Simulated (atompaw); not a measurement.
# Scattering properties, PAW (atompaw) potential for F

```
Element                 : F (Z = 9)
Generator               : atompaw 4.2.0.5
Type                    : PAW
Functional              : PBE
Relativity              : scalar-relativistic
Frozen core             : [He]
Valence charge          : 7
Reference configuration : 2s2 2p4 (charge +1)
Partial waves           : 2s (bound): rc 1.05 bohr; 2s channel at -2.1 Ry: rc 1.05 bohr; 2p (bound): rc 1.05 bohr; 2p channel at -1.6 Ry: rc 1.05 bohr
Local potential         : troulliermartins scheme with l = 2 at 0 Ry, radius 0.80 bohr
Core correction         : smooth core density matched at 0.80 bohr
Augmentation charge     : gaussian compensation charge, radius 1.00 bohr; PAW radius 1.05 bohr; waves and projectors: custom rrkj vanderbiltortho
```

The phase is arctan(r·u′/u) with u = r·R(r), unwrapped; energies in Ry, scanned from -5 to 5 Ry. A pole is an energy at which the radial function vanishes at the test radius. The pseudo phase is shifted by a multiple of π to meet the all-electron one at the reference energy, and phase errors are pseudo minus all-electron; the curves can meet again beyond the range given. Levels narrower than the energy grid can be missing from the lists of poles.

```
channel  radius (bohr)  reference energy (Ry)  poles, all-electron  poles, pseudo  unbroken range about the reference energy with phases within 0.05 rad  phase error 1 Ry above the reference energy (rad)
      s           1.05                  -3.48                 2.33           2.33                                                        the whole range                                             -0.000
      p           1.05                  -2.08                 2.15           2.14                                                        the whole range                                             +0.000
```

Phases in the p channel:

| E (Ry) | all-electron | pseudo |
| --- | --- | --- |
| -5.00 | 0.839 | 0.839 |
| -4.76 | 0.789 | 0.789 |
| -4.52 | 0.732 | 0.732 |
| -4.28 | 0.664 | 0.664 |
| -4.04 | 0.584 | 0.583 |
| -3.80 | 0.488 | 0.488 |
| -3.56 | 0.374 | 0.374 |
| -3.32 | 0.241 | 0.241 |
| -3.08 | 0.089 | 0.088 |
| -2.84 | -0.080 | -0.080 |
| -2.60 | -0.258 | -0.258 |
| -2.36 | -0.433 | -0.433 |
| -2.12 | -0.597 | -0.597 |
| -1.88 | -0.743 | -0.743 |
| -1.64 | -0.870 | -0.870 |
| -1.40 | -0.977 | -0.977 |
| -1.16 | -1.067 | -1.067 |
| -0.92 | -1.143 | -1.143 |
| -0.68 | -1.208 | -1.208 |
| -0.44 | -1.263 | -1.263 |
| -0.20 | -1.311 | -1.311 |
| 0.04 | -1.352 | -1.352 |
| 0.28 | -1.388 | -1.388 |
| 0.52 | -1.421 | -1.421 |
| 0.76 | -1.449 | -1.449 |
| 1.00 | -1.475 | -1.475 |
| 1.24 | -1.498 | -1.499 |
| 1.48 | -1.520 | -1.520 |
| 1.72 | -1.539 | -1.540 |
| 1.96 | -1.558 | -1.558 |
| 2.20 | -1.575 | -1.575 |
| 2.44 | -1.590 | -1.591 |
| 2.68 | -1.605 | -1.606 |
| 2.92 | -1.620 | -1.620 |
| 3.16 | -1.633 | -1.634 |
| 3.40 | -1.646 | -1.647 |
| 3.64 | -1.659 | -1.660 |
| 3.88 | -1.671 | -1.672 |
| 4.12 | -1.682 | -1.684 |
| 4.36 | -1.694 | -1.696 |
| 4.60 | -1.705 | -1.707 |
| 4.84 | -1.716 | -1.718 |
